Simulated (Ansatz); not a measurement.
Species: HBOCl, charge 0, doublet. HBOCl (SMILES [O]BCl, doublet).
B3LYP-D3(BJ)/def2-TZVP minimum from Ansatz (a quantum-chemistry and plane-wave program):
```xyz
4

B     -0.5604    -0.5410    -0.1875
H     -1.7075    -0.7935     0.0682
Cl     0.2549     0.8449     0.5331
O      0.0222    -1.3581    -1.0243
```
Charge 0, spin multiplicity 2.

Property: atomisation energy (electronic, to ground-state atoms), in kJ/mol. Open shells are spin-unrestricted; no spin-orbit coupling. CBS(X,Y): correlation extrapolated as X^-3, Hartree-Fock from the larger set (Q,5: extrapolated as (X+1)exp(-9√X)). A bracket is a step between two methods taken in the basis named. Functionals run without relativity, which enters their misses. Double hybrids freeze cores in their MP2 part. 'core' is core correlation in cc-pwCVTZ (1s frozen past Ne), 'X2C' scalar relativity in cc-pVTZ-DK, both at CCSD(T). For partners of very few electrons the exact lower level stands in for a higher one.

CCSD(T)/CBS(cc-pV(Q+d)Z,cc-pV(5+d)Z) + [CCSDT(Q) - CCSD(T)]/cc-pV(D+d)Z + core + X2C (Ansatz) gives 1393.8 kJ/mol.

Problem. What does PBE/def2-TZVPD (Ansatz) give here, and how do the other levels compare?

Solution. PBE gives 1458.4 kJ/mol, 64.6 kJ/mol above it. Differences of the others: B3LYP/def2-TZVPD (Ansatz) 3.3; PBE0/def2-TZVPD (Ansatz) 16.7; B2PLYP/def2-TZVPD (Ansatz) -9.3; CCSD(T)/CBS(cc-pV(Q+d)Z,cc-pV(5+d)Z) + core + X2C (Ansatz) -3.0 kJ/mol. Nearer than PBE: B3LYP/def2-TZVPD, PBE0/def2-TZVPD, B2PLYP/def2-TZVPD, CCSD(T)/CBS(cc-pV(Q+d)Z,cc-pV(5+d)Z) + core + X2C.
